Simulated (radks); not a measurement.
Ca IV, 17 electrons, occupied as [Ne] 3s1 3p5 4f1 (not the ground configuration). All-electron calculation, scalar-relativistic Kohn-Sham, SOGGA, spin-polarised, spherical densities, point nucleus; open shells are filled with parallel spins first. Program: a radial shooting solver on a logarithmic mesh with Libxc functionals.

Unscreened Slater integrals over Kohn-Sham orbitals (hartree). They are taken over the spin-up orbitals. Empty in this configuration: 3d.

integral        value
F0(4f,4f)     0.21556
F2(4f,4f)     0.11743
F4(4f,4f)    0.077711
F6(4f,4f)    0.057271
F0(4f,3p)     0.27226
F2(4f,3p)    0.045818
G2(4f,3p)    0.015260
G4(4f,3p)   0.0099223
F0(4f,3s)     0.27261
G3(4f,3s)   0.0095511
F0(4f,2p)     0.27360
F2(4f,2p)   0.0046379
G2(4f,2p)  0.00011593
G4(4f,2p)  7.4123e-05
F0(4f,3d)     0.27114
F2(4f,3d)    0.053510
F4(4f,3d)    0.022722
G1(4f,3d)    0.032146
G3(4f,3d)    0.018597
G5(4f,3d)    0.012778
F0(3p,3p)     0.77991
F2(3p,3p)     0.39685
F0(3p,3s)     0.80013
G1(3p,3s)     0.53562
F0(3p,2p)      1.0523
F2(3p,2p)     0.20877
G0(3p,2p)    0.084142
G2(3p,2p)    0.086643
F0(3p,3d)     0.73854
F2(3p,3d)     0.36440
G1(3p,3d)     0.45133
G3(3p,3d)     0.27861
F0(3s,3s)     0.82247
F0(3s,2p)      1.0879
G1(3s,2p)    0.091234
F0(3s,3d)     0.75713
G2(3s,3d)     0.34986
F0(2p,2p)      2.7971
F2(2p,2p)      1.3072
F0(2p,3d)     0.94773
F2(2p,3d)     0.17521
G1(2p,3d)     0.12320
G3(2p,3d)    0.069667
F0(3d,3d)     0.70584
F2(3d,3d)     0.34584
F4(3d,3d)     0.21945

Derived for the open shells (J is the average intra-shell exchange parameter used in DFT+U). 3p: J = F2/5 = 0.07937 hartree. 4f: F4/F2 = 0.662, F6/F2 = 0.488, J = (286 F2 + 195 F4 + 250 F6)/6435 = 0.009799 hartree.
